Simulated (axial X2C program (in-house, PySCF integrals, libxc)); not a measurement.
# Spin–orbit effects down a group: molecules with C (ions), PBE0

Computed with an in-house relativistic program for diatomic molecules, spin-free (one-electron X2C) or two-component (2c: spin–orbit coupling with atomic mean-field Coulomb and Gaunt terms, which also bring small scalar terms), in Dyall basis sets with cores contracted in-house; open shells are unrestricted.

Basis sets: C dyall-v3z, Co dyall-cv3z, Ir dyall-cv3z, Rh dyall-cv3z.

| molecule | spin-free state | Re (Å) | ωe (cm⁻¹) | De (eV) | 2c state | Re 2c (Å) | ωe 2c (cm⁻¹) | De 2c (eV) |
| --- | --- | --- | --- | --- | --- | --- | --- | --- |
| CoC⁺ | M_S = 1, Λ = 2 | 1.601 | 840.9 | 2.95 | Ω = 3 | 1.601 | 839.5 | n/a |
| RhC⁺ | M_S = 0, Λ = 0 | 1.562 | 1205.8 | 5.99 | Ω = 0 | 1.562 | 1204.4 | n/a |
| IrC⁺ | M_S = 0, Λ = 0 | 1.607 | 1212.8 | 6.91 | Ω = 3 | 1.660 | 1079.8 | 6.31 |

Work out the shifts from the spin-free to the two-component result.



```
molecule  2c state      ΔRe (Å)   Δωe (cm⁻¹)  ΔDe (eV)
    CoC⁺     Ω = 3        0.000         -1.4       n/a
    RhC⁺     Ω = 0        0.000         -1.4       n/a
    IrC⁺     Ω = 3  other state  other state       n/a
```

Shifts of one unit in the last digit are rounding.

Fragments in 2c: Co+ + C, Rh+ + C, Ir+ + C. Each entry is the lowest single determinant of a limited PBE0 search at one distance. De goes to single-determinant-based atoms at the same level (for ions the charge split of lowest energy) and is withheld (n/a) where an atom does not fit its ground term or J level. Main or longest-lived isotopes. One determinant is a doubtful description, or other states lie close, for CoC⁺, IrC⁺; these need not be ground states, and all values refer to the states named. With several unpaired electrons the Ω given is that of one determinant, not necessarily of the lowest component. Some light 2c atoms are not at their ground J level, so De misses part of their lowering (0.04 eV or less). The functionals have no current term, which raises determinants with orbital currents. The lowest determinant changes configuration between the Hamiltonians for IrC⁺, so two states are compared there.
